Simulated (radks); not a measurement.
Question: Neutral aluminium is in [Ne] 3s2 3p1. All-electron calculation, scalar-relativistic Kohn-Sham, r2SCAN, spin-polarised, spherical densities, finite nucleus; meta-GGA in the generalised Kohn-Sham scheme; Fermi nuclear charge, rms radius of each element as measured or else 0.836 A^(1/3) + 0.57 fm. Program: a radial shooting solver on a logarithmic mesh with Libxc functionals. Open shells are filled with parallel spins first. One electron is removed from 2s, 2p, 3s, 3p in turn, with full relaxation. Which removal costs least, and what does each cost?

Answer: 3p 5.898 eV; 3s 10.240 eV; 2p 83.409 eV; 2s 123.09 eV. The 3p electron leaves first.
